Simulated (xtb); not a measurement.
xtb input (GFN2-xTB):

```bash
xtb mol.xyz --gfn 2 --ohess tight --chrg -1 --uhf 0
```
mol.xyz:
```
10

N      0.25929178     1.79254767    -0.08627475
Si    -0.01943368     0.14459237     0.04422932
N      1.07445432    -0.63014323    -1.19315314
N     -1.68894527    -0.42601155    -0.15931281
F      0.40971077    -0.72719174     1.39467088
H     -0.42293553     2.37619220     0.41092935
H      1.66444567    -1.34243807    -0.76067991
H      1.63097390     0.00774992    -1.67297283
H     -2.11037300    -0.08149111    -0.93410633
H     -1.75412523    -1.42767674    -0.12308025
```

Output:

```
           -------------------------------------------------
          |                Calculation Setup                |
           -------------------------------------------------

           -------------------------------------------------
          |                 G F N 2 - x T B                 |
           -------------------------------------------------

        Reference                      10.1021/acs.jctc.8b01176
      * Hamiltonian:
        H0-scaling (s, p, d)           1.850000    2.230000    2.230000
        zeta-weighting                 0.500000
      * Dispersion:
        s8                             2.700000
        a1                             0.520000
        a2                             5.000000
        s9                             5.000000
      * Repulsion:
        kExp                           1.500000    1.000000
        rExp                           1.000000
      * Coulomb:
        alpha                          2.000000
        third order                    shell-resolved
        anisotropic                    true
        a3                             3.000000
        a5                             4.000000
        cn-shift                       1.200000
        cn-exp                         4.000000
        max-rad                        5.000000

          ...................................................
          :                      SETUP                      :
          :.................................................:
          :  # basis functions                  31          :
          :  # atomic orbitals                  30          :
          :  # shells                           16          :
          :  # electrons                        32          :
          :  max. iterations                   250          :
          :  Hamiltonian                  GFN2-xTB          :
          :  restarted?                      false          :
          :  GBSA solvation                  false          :
          :  PC potential                    false          :
          :  electronic temp.          300.0000000     K    :
          :  accuracy                    1.0000000          :
          :  -> integral cutoff          0.2500000E+02      :
          :  -> integral neglect         0.1000000E-07      :
          :  -> SCF convergence          0.1000000E-05 Eh   :
          :  -> wf. convergence          0.1000000E-03 e    :
          :  Broyden damping             0.4000000          :
          :  net charge                         -1          :
          :  unpaired electrons                  0          :
          ...................................................

 iter      E             dE          RMSdq      gap      omega  full diag
   1    -18.1574470 -0.181574E+02  0.574E+00    7.08       0.0  T
   2    -18.1955094 -0.380625E-01  0.560E+00    5.89       1.0  T
   3    -18.1969249 -0.141544E-02  0.446E+00    6.00       1.0  T
   4    -18.1930239  0.390095E-02  0.160E+00    5.78       1.0  T
   5    -18.1985861 -0.556215E-02  0.649E-01    6.13       1.0  T
   6    -18.1986415 -0.554172E-04  0.209E-01    6.14       1.0  T
[...]
     2  14 Si       3   7 N                                       1.7794813 (max)
     2  14 Si       4   7 N                                       1.7766391
     3   7 N        7   1 H                                       1.0109214
     3   7 N        8   1 H                                       1.0102123
     4   7 N        9   1 H                                       1.0096012 (min)
     4   7 N       10   1 H                                       1.0112101

 * 2 distinct bonds (by element types)

   Z      Z             #   av. dist./Å        max./Å        min./Å
   1 H    7 N           4     1.0104863     1.0112101     1.0096012
   7 N   14 Si          3     1.7341525     1.7794813     1.6463371

           -------------------------------------------------
          |               Frequency Printout                |
           -------------------------------------------------
 projected vibrational frequencies (cm⁻¹)
eigval :       -0.00    -0.00    -0.00    -0.00     0.00     0.00
eigval :      105.70   136.30   189.14   220.59   268.43   286.77
eigval :      299.02   348.61   578.53   663.44   731.38   740.07
eigval :      813.34   856.24   901.59   949.89  1180.41  1580.71
eigval :     1601.48  3361.43  3429.40  3445.34  3466.33  3469.98
 reduced masses (amu)
   1: 13.30   2: 17.55   3: 13.87   4: 18.15   5: 18.48   6: 14.65   7:  2.01   8:  2.15
   9: 12.66  10: 12.70  11: 15.71  12: 16.50  13: 16.39  14:  2.72  15: 20.68  16:  9.40
  17:  9.35  18: 15.25  19:  6.91  20:  2.58  21:  4.29  22:  4.47  23: 19.22  24:  2.20
  25:  2.11  26:  1.89  27:  1.62  28:  1.60  29:  2.02  30:  2.02
 IR intensities (km·mol⁻¹)
   1:  0.42   2: 12.07   3:  3.07   4: 11.24   5:  8.95   6:  0.62   7: 23.02   8: 18.39
   9:  1.71  10: 13.08  11: 52.24  12: 37.67  13: 50.59  14: 39.02  15:160.74  16:158.69
  17: 98.37  18:303.25  19:102.99  20: 42.15  21:136.58  22:194.91  23:391.48  24: 14.72
  25: 18.52  26:127.85  27: 32.74  28: 28.67  29:  5.81  30: 99.64
 Raman intensities (Ä⁴*amu⁻¹)
   1:  0.00   2:  0.00   3:  0.00   4:  0.00   5:  0.00   6:  0.00   7:  0.00   8:  0.00
   9:  0.00  10:  0.00  11:  0.00  12:  0.00  13:  0.00  14:  0.00  15:  0.00  16:  0.00
  17:  0.00  18:  0.00  19:  0.00  20:  0.00  21:  0.00  22:  0.00  23:  0.00  24:  0.00
  25:  0.00  26:  0.00  27:  0.00  28:  0.00  29:  0.00  30:  0.00
 output can be read by thermo (or use thermo option).
 writing <g98.out> molden fake output.
 recommended (thermochemical) frequency scaling factor: 1.0
           -------------------------------------------------
          |             Thermodynamic Functions             |
           -------------------------------------------------

c1  symmetry found (for desy threshold:  0.10E+00) used in thermo

          ...................................................
          :                      SETUP                      :
          :.................................................:
          :  # frequencies                          24      :
          :  # imaginary freq.                       0      :
          :  linear?                             false      :
          :  only rotor calc.                    false      :
          :  symmetry                               c1      :
          :  rotational number                       1      :
          :  scaling factor                  1.0000000      :
          :  rotor cutoff                   50.0000000 cm⁻¹ :
          :  imag. cutoff                  -20.0000000 cm⁻¹ :
          :.................................................:

    mode    ω/cm⁻¹     T·S(HO)/kcal·mol⁻¹    T·S(FR)/kcal·mol⁻¹   T·S(vib)
Note: The following floating-point exceptions are signalling: IEEE_UNDERFLOW_FLAG IEEE_DENORMAL
normal termination of xtb
   ------------------------------------------------------------------------
       1    105.70    -0.99770 ( 95.23%)    -0.83443 (  4.77%)    -0.98991
       2    136.30    -0.85125 ( 98.22%)    -0.75919 (  1.78%)    -0.84961
       3    189.14    -0.66673 ( 99.51%)    -0.66222 (  0.49%)    -0.66671
       4    220.59    -0.58265 ( 99.74%)    -0.61667 (  0.26%)    -0.58274
       5    268.43    -0.47892 ( 99.88%)    -0.55856 (  0.12%)    -0.47901
       6    286.77    -0.44512 ( 99.91%)    -0.53899 (  0.09%)    -0.44521
       7    299.02    -0.42408 ( 99.92%)    -0.52660 (  0.08%)    -0.42416
   ------------------------------------------------------------------------

   temp. (K)  partition function   enthalpy   heat capacity  entropy
                                   cal/mol     cal/K/mol   cal/K/mol   J/K/mol
 298.15  VIB   49.1                 3100.431     20.094     18.107
         ROT  0.122E+06              888.752      2.981     26.248
         INT  0.597E+07             3989.183     23.075     44.354
         TR   0.884E+27             1481.254      4.968     39.520
         TOT                        5470.4370    28.0435    83.8745   350.9310

       T/K    H(0)-H(T)+PV         H(T)/Eh          T*S/Eh         G(T)/Eh
   ------------------------------------------------------------------------
    298.15    0.871770E-02    0.762065E-01    0.398515E-01    0.363550E-01
   ------------------------------------------------------------------------

         :::::::::::::::::::::::::::::::::::::::::::::::::::::
         ::                  THERMODYNAMIC                  ::
         :::::::::::::::::::::::::::::::::::::::::::::::::::::
         :: total free energy         -18.012405503150 Eh   ::
         ::.................................................::
         :: total energy              -18.048760474598 Eh   ::
         :: zero point energy           0.067488771096 Eh   ::
         :: G(RRHO) w/o ZPVE           -0.031133799649 Eh   ::
         :: G(RRHO) contrib.            0.036354971447 Eh   ::
         :::::::::::::::::::::::::::::::::::::::::::::::::::::

optimized geometry written to: xtbopt.xyz

           -------------------------------------------------
          | TOTAL ENERGY              -18.048760474598 Eh   |
          | TOTAL ENTHALPY            -17.972554007258 Eh   |
          | TOTAL FREE ENERGY         -18.012405503150 Eh   |
          | GRADIENT NORM               0.000149623078 Eh/α |
          | HOMO-LUMO GAP               6.536805610335 eV   |
           -------------------------------------------------

------------------------------------------------------------------------
------------------------------------------------------------------------
 total:
 SCF:
 ANC optimizer:
 analytical hessian:
```

It need not be the lowest isomer of its formula. Whether it binds its extra electron was not tested at this geometry.
